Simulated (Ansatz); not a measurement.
The same path of C₂H₄AlFO (9 atoms, charge 0, multiplicity 1) was run 3 times with different band settings. The coordinate that changes most is the dihedral C2–O3–Al4–F5.

Computed with Ansatz, RKS PBE/6-31G*.

Relaxed end points:

```xyz
9
Properties=species:S:1:pos:R:3
C -1.588 -0.374 1.101
C -0.701 -0.293 0.098
O 0.520 0.305 0.237
Al 1.809 0.524 -0.888
F 3.148 1.317 -0.308
H -1.372 0.039 2.089
H -2.551 -0.863 0.936
H -0.921 -0.710 -0.897
H 1.745 0.009 -2.386
```

```xyz
9
Properties=species:S:1:pos:R:3
C -1.589 -0.351 1.105
C -0.735 -0.210 0.080
O 0.568 0.171 0.251
Al 1.876 0.443 -0.835
F 1.642 0.233 -2.471
H -1.279 -0.164 2.136
H -2.619 -0.658 0.915
H -1.043 -0.397 -0.960
H 3.268 0.887 -0.239
```

Common settings: spring 5.0 eV/Å²; optimiser quadratic models (default); start path IDPP; iteration limit 60; end points relaxed.

| run | movable images | climbing image | force threshold |
| --- | --- | --- | --- |
| 1 | 5 | yes | 0.05 eV/Å |
| 2 | 5 | yes | 0.5 eV/Å |
| 3 | 6 | no | 0.05 eV/Å |

Question: What does each run give, and how far can it be trusted?

Answer: Run 1: converged after 17 iterations, highest image 0.068 eV above the first end. A vibrational analysis at the climbing image gives one clearly imaginary mode, 96i cm⁻¹: a first-order saddle point.
Run 2: converged after 1 iterations, highest image 0.124 eV above the first end. The threshold of 0.5 eV/Å is loose, so the images may lie well off the minimum-energy path. The order of the stationary point at the top wasn't checked.
Run 3: converged after 13 iterations, highest image 0.063 eV above the first end. The dihedral C2–O3–Al4–F5 jumps by 103° between images 3 and 4, so the path isn't resolved there. No image climbed, so the highest image needn't sit at the top of the path.
